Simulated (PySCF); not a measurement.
C₃H₆BNO, SMILES C#CB(O)NC. Atoms are numbered in the order given.

```xyz
12

C      1.2636     2.1147     0.0000
C      0.4536     1.2064     0.0000
B     -0.6102     0.0783     0.0000
O     -1.9492     0.3775     0.0000
N     -0.2288    -1.2706     0.0000
C      1.1022    -1.8120     0.0000
H      1.9817     2.9150     0.0000
H     -2.1052     1.3251     0.0000
H     -0.9777    -1.9543     0.0000
H      1.2997    -2.4338    -0.8908
H      1.2997    -2.4338     0.8908
H      1.8317    -0.9903     0.0000
```

Coordinates come from a PBE0-D3(BJ)/def2-SVP optimisation. This is a generated structure with no PubChem entry under its InChIKey; it may be hypothetical. The values are those of a single conformer.

Two levels are set side by side: PBE/pcSseg-1 (PySCF) and PBE0/pcSseg-1 (PySCF). GIAO shifts against BF3 (¹¹B), H2O (¹⁷O), NH3 (¹⁵N), TMS (¹H), TMS (¹³C) at the same level; non-relativistic, no solvent, atoms listed together averaged. Differences are taken from unrounded values.

| quantity | PBE0 |
|---|---|
| δ(¹³C) of C1 (ppm) | 99.5 |
| δ(¹³C) of C2 (ppm) | 89.7 |
| δ(¹¹B) of B3 (ppm) | 8.9 |
| δ(¹⁷O) of O4 (ppm) | 116.7 |
| δ(¹⁵N) of N5 (ppm) | 91.5 |
| δ(¹³C) of C6 (ppm) | 33.5 |
| δ(¹H) of H7 (ppm) | 2.70 |
| δ(¹H) of H8 (ppm) | 3.64 |
| δ(¹H) of H9 (ppm) | 2.96 |

Problem. What does PBE give, and how far is it from PBE0? (The exact figures need the calculation; the answer reports its results.)

Solution. 
```csv
quantity,PBE,PBE minus PBE0
δ(¹³C) of C1 (ppm),95.6,-4.0
δ(¹³C) of C2 (ppm),88.9,-0.8
δ(¹¹B) of B3 (ppm),7.1,-1.8
δ(¹⁷O) of O4 (ppm),128.5,11.8
δ(¹⁵N) of N5 (ppm),100.8,9.3
δ(¹³C) of C6 (ppm),34.7,1.2
δ(¹H) of H7 (ppm),2.57,-0.12
δ(¹H) of H8 (ppm),3.65,0.01
δ(¹H) of H9 (ppm),3.07,0.11
```

Rough cost on one machine, each run with all the roots and properties that it gave: PBE0 against PBE within a factor of 2.
